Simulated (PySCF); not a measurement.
Several molecules and their computed UV-vis stick spectra, shuffled. Computed, not measured: TDDFT wB97X-D/def2-SVPD, vertical, gas phase, core orbitals frozen in the response in PySCF 2.14.0, density-fitted response routines. Geometries: PBE0-D3(BJ)/def2-SVP; one conformer of each isolated species. Triplets are in the Tamm–Dancoff approximation.

A. `O=C(Cl)c1ccccc1`
B. `COCc1cccs1`
C. `O=S(=O)(Cl)c1cccs1`

Lowest singlet levels (six at most, fewer where fewer were computed) with oscillator strengths:

1. 5.64 eV (f 0.136); 5.86 eV (f 0.076); 6.21 eV (f 0.003); 6.44 eV (f 0.000); 6.60 eV (f 0.000); 6.89 eV (f 0.003); T1 3.73 eV
2. 4.89 eV (f 0.140); 5.30 eV (f 0.071); 5.42 eV (f 0.001); 5.86 eV (f 0.061); 6.28 eV (f 0.003); 6.34 eV (f 0.031)
3. 4.71 eV (f 0.000); 4.94 eV (f 0.023); 5.37 eV (f 0.285); 6.10 eV (f 0.000); 6.43 eV (f 0.005); 6.66 eV (f 0.196); T1 3.76 eV

Question: Which spectrum belongs to which structure?

Answer: 1 = B, 2 = C, 3 = A.
- A: S1 at 4.71 eV, HOMO-2→LUMO (87%), HOMO-2→LUMO+3 (9%); Löwdin shares by element: HOMO carbon 79% or more (atoms not listed hold the other 21%); LUMO carbon 45% or more, oxygen 18% (atoms not listed hold the other 37%); HOMO -9.79 and LUMO -0.58 eV; point group Cs, 2 of its 6 listed states under f = 0.0005.
- B: S1 at 5.64 eV, HOMO→LUMO (95%); Löwdin shares by element: HOMO carbon 81% or more (atoms not listed hold the other 19%); LUMO carbon 52% or more, sulfur 23% (atoms not listed hold the other 26%); HOMO -8.63 and LUMO 1.10 eV.
- C: S1 at 4.89 eV, HOMO→LUMO (91%); Löwdin shares by element: HOMO carbon 69% or more, chlorine 10% (atoms not listed hold the other 22%); LUMO chlorine 23%, carbon 21% or more, sulfur 17% or more (atoms not listed hold the other 39%); HOMO -9.85 and LUMO -0.89 eV.
